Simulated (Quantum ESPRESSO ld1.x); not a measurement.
Results of a calculation; reference values are marked as such.
Question: The aim is the manganese ion Mn2+ in [Ar] 3d5. This ld1.x (Quantum ESPRESSO 7.5) run was made with `OMP_NUM_THREADS=1 ld1.x < ld1.in > ld1.out`. Can the result be used? Name any fault.

```
 &input
    zed=25.0,
    iswitch=1,
    rel=1,
    lsd=1,
    dft='R2SCAN',
    config='[Ar] 3d5',
    verbosity='high',
    prefix='ld1',
    max_out_wfc=37,
    file_charge='ld1.rho',
 /
```

Output (excerpt):

```
     Program LD1 v.7.5 starts

 %%%%%%%%%%%%%%%%%%%%%%%%%%%%%%%%%%%%%%%%%%%%%%%%%%%%%%%%%%%%%%%%%%%%%%%%%%%%%%
     Error in routine set_dft_from_name (2):
     libxc needed for this functional
 %%%%%%%%%%%%%%%%%%%%%%%%%%%%%%%%%%%%%%%%%%%%%%%%%%%%%%%%%%%%%%%%%%%%%%%%%%%%%%

     stopping ...
```

Answer: No (refused). The line at issue: dft='R2SCAN'. The program stops in set_dft_from_name with "libxc needed for this functional": this build has no Libxc. The sound input gives -1155.4377 hartree.
